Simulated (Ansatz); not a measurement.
## Which is lower?

Two relaxed structures of GaBH2F, doublet (PBE0-D4/def2-TZVP; forces vanish, vibrations not checked).

A:

```tsv
atom	x (Å)	y (Å)	z (Å)
B1	0.6259	0.2070	0.1945
Ga2	-1.1122	-0.5118	-0.6263
F3	1.5102	-0.5949	0.7809
H4	-2.6629	-0.6878	-0.4647
H5	0.9603	1.3385	-0.0437
```

B:

```json
{"atom": "B1", "x (Å)": "-1.2231", "y (Å)": "-0.3624", "z (Å)": "-0.3123"}
{"atom": "Ga2", "x (Å)": "0.6143", "y (Å)": "0.3165", "z (Å)": "0.1162"}
{"atom": "F3", "x (Å)": "1.6518", "y (Å)": "-0.9147", "z (Å)": "0.8399"}
{"atom": "H4", "x (Å)": "-2.3113", "y (Å)": "-0.7515", "z (Å)": "-0.5700"}
{"atom": "H5", "x (Å)": "1.2683", "y (Å)": "1.7121", "z (Å)": "-0.0738"}
```

Ansatz 0.2.0; basis: def2-TZVPP; cores frozen in the correlated methods; orbitals are unrestricted. Filled d shells of the heavier atoms are correlated. The def2 sets are not built for correlating such inner shells, so the correlated values are less sure here. B3LYP uses VWN-RPA correlation.

**Question.** Which structure is lower at CCSD(T), and by how much? (Judge from chemistry; the value comes from the calculation.)

**Answer.** Computed: A, by 114.2 kJ/mol (electronic energy, against the other). By their contacts, A is GaBH₂F ([F][BH][GaH]) and B is GaBH₂F ([BH][GaH][F]).

All methods give the same order:

| method | E(B) − E(A) (kJ/mol) |
| --- | --- |
| PBE-D4 | 141.2 |
| r2SCAN-D4 | 125.6 |
| PBE0-D4 | 132.0 |
| B3LYP-D4 | 130.6 |
| wB97M-V | 127.2 |
| HF | 96.6 |
| MP2 | 112.3 |
| CCSD | 110.9 |
| CCSD(T) | 114.2 |

The T1 diagnostic stays at or below 0.020. ⟨S²⟩ of the unrestricted Hartree–Fock references: 0.76 to 0.78 (a pure state has 0.75).

Labels in which every atom is bracketed show which atoms are joined, not bond orders.

For scale, one of the runs: CCSD(T)/def2-TZVPP, 138 basis functions, launched by `ansatz run in.yaml --threads 2 --pin off --events-out ev --progress --plain --max-ram 4352MiB`. Hardware: 2 CPU threads of an Arm Neoverse V1, shared host. Wall time 90 s; peak host memory 1.8 GiB.
